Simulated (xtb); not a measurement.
Cl4Fe (SMILES [Cl][Fe-]([Cl])([Cl])[Cl]), charge -1, sextet, from a rough starting geometry (GFN-xTB shapes and energies of metal compounds can be far from the true ones); GFN2-xTB (xtb).

Here is a job for xtb.
```
$ xtb mol.xyz --gfn 2 --chrg -1 --uhf 5 --opt vtight --json

# file mol.xyz
5

Fe    -0.02989265    -0.06723785    -0.01400317
Cl     1.74141536    -0.53773866    -1.20696138
Cl     0.63037003     0.39624734     2.01580060
Cl    -0.95358381     1.74984184    -0.89475111
Cl    -1.45182158    -1.67232467     0.13016490
```

Question: Write the output that xtb gives for this input, abridged.

Answer: 
```
   ID    Z sym.   atoms
    1   26 Fe     1
    2   17 Cl     2-5

           -------------------------------------------------
          |                Calculation Setup                |
           -------------------------------------------------

           -------------------------------------------------
          |                 G F N 2 - x T B                 |
           -------------------------------------------------

          ...................................................
          :                      SETUP                      :
          :.................................................:
          :  # basis functions                  50          :
          :  # atomic orbitals                  45          :
          :  # shells                           15          :
          :  # electrons                        37          :
          :  max. iterations                   250          :
          :  Hamiltonian                  GFN2-xTB          :
          :  restarted?                      false          :
          :  GBSA solvation                  false          :
          :  PC potential                    false          :
          :  electronic temp.          300.0000000     K    :
          :  accuracy                    1.0000000          :
          :  -> integral cutoff          0.2500000E+02      :
          :  -> integral neglect         0.1000000E-07      :
          :  -> SCF convergence          0.1000000E-05 Eh   :
          :  -> wf. convergence          0.1000000E-03 e    :
          :  Broyden damping             0.4000000          :
          :  net charge                         -1          :
          :  unpaired electrons                  5          :
          ...................................................

 iter      E             dE          RMSdq      gap      omega  full diag
   1    -21.7157794 -0.217158E+02  0.639E+00    9.75       0.0  T
   2    -21.7094553  0.632408E-02  0.549E+00   10.78       1.0  T
   3    -21.7382558 -0.288006E-01  0.297E+00   10.34       1.0  T
   4    -21.7428452 -0.458934E-02  0.492E-01   10.74       1.0  T
   5    -21.7429320 -0.867809E-04  0.295E-01   10.82       1.0  T
   6    -21.7429977 -0.657734E-04  0.101E-01   10.82       1.0  T
   7    -21.7430116 -0.138444E-04  0.552E-02   10.80       1.0  T
   8    -21.7430129 -0.130401E-05  0.221E-02   10.80       2.0  T
   9    -21.7430131 -0.213706E-06  0.557E-03   10.80       8.0  T
[...]
         :: total energy             -21.737833063978 Eh    ::
 * total energy  :   -21.7378331 Eh     change       -0.9992362E-10 Eh
 * total energy  :   -21.7384935 Eh     change       -0.6604256E-03 Eh
 * total energy  :   -21.7385747 Eh     change       -0.8118258E-04 Eh
 * total energy  :   -21.7385776 Eh     change       -0.2975595E-05 Eh
 * total energy  :   -21.7385794 Eh     change       -0.1716467E-05 Eh
 * total energy  :   -21.7385794 Eh     change       -0.2737278E-07 Eh
   *** GEOMETRY OPTIMIZATION CONVERGED AFTER 6 ITERATIONS ***
         :: total energy             -21.738579391780 Eh    ::
[...]
       ...                                ...                  ...
        45                          1.1374477              30.9515
      -------------------------------------------------------------
                  HL-Gap            0.3993161 Eh           10.8659 eV
             Fermi-level           -0.1481070 Eh           -4.0302 eV

     #   Z          covCN         q      C6AA      α(0)
     1  26 Fe       3.132     0.756     5.036     7.239
     2  17 Cl       0.783    -0.439   113.405    16.290
     3  17 Cl       0.783    -0.439   113.406    16.290
     4  17 Cl       0.783    -0.439   113.404    16.290
     5  17 Cl       0.783    -0.439   113.408    16.290

 Mol. C6AA /au·bohr⁶  :       1936.343853
 Mol. C8AA /au·bohr⁸  :      83476.235285
 Mol. α(0) /au        :         72.400245

Wiberg/Mayer (AO) data.
largest (>0.10) Wiberg bond orders for each atom

 ---------------------------------------------------------------------------
     #   Z sym  total        # sym  WBO       # sym  WBO       # sym  WBO
 ---------------------------------------------------------------------------
     1  26 Fe   3.574 --     4 Cl   0.894     2 Cl   0.894     3 Cl   0.894
                             5 Cl   0.893
     2  17 Cl   0.997 --     1 Fe   0.894
     3  17 Cl   0.997 --     1 Fe   0.894
     4  17 Cl   0.997 --     1 Fe   0.894
     5  17 Cl   0.997 --     1 Fe   0.893
 ---------------------------------------------------------------------------

Topologies differ in total number of bonds
Writing topology from bond orders to xtbtopo.mol

molecular dipole:
                 x           y           z       tot (Debye)
 q only:        0.024       0.049      -0.011
   full:        0.024       0.049      -0.011       0.141
molecular quadrupole (traceless):
                xx          xy          yy          xz          yz          zz
 q only:        0.001      -0.009      -0.006      -0.003      -0.008       0.005
  q+dip:        0.001      -0.010      -0.007      -0.003      -0.010       0.006
   full:        0.001      -0.010      -0.007      -0.003      -0.010       0.006

optimized geometry written to: xtbopt.xyz

           -------------------------------------------------
          | TOTAL ENERGY              -21.738579391780 Eh   |
          | GRADIENT NORM               0.000064549539 Eh/α |
          | HOMO-LUMO GAP              10.865945498432 eV   |
           -------------------------------------------------

normal termination of xtb
```
